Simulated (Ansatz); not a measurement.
Z-matrix (Å, degrees):
```
C
O 1 1.415
H 1 1.092 2 110.9
H 1 1.089 2 107.2 3 -119.4
H 1 1.092 2 110.9 3 121.1
B 2 1.347 1 124.5 3 -60.6
Br 6 1.936 2 122.1 1 -0.0
O 6 1.351 2 120.8 1 -180.0
H 8 0.963 6 111.7 2 -0.0
```

Total charge 0; spin multiplicity 1.

Question: List the ωB97M-V/def2-TZVPP orbital energies in eV (Ansatz 0.2.0). (Estimate.)

Answer: Ansatz gave: Occupied: -13156.51, -1708.84, -1537.03, -1536.99, -1536.98, -526.94, -526.76, -283.07, -241.69, -190.13, -181.37, -181.20, -181.17, -74.75, -74.70, -74.68, -74.54, -74.54, -32.54, -31.62, -24.40, -22.70, -18.57, -17.61, -16.07, -15.96, -13.76, -13.64, -13.34, -11.87, -11.47, -10.72, -10.58. Lowest empty: 2.02, 2.76, 2.92, 3.86, 4.13, 4.50, 4.85, 4.93.
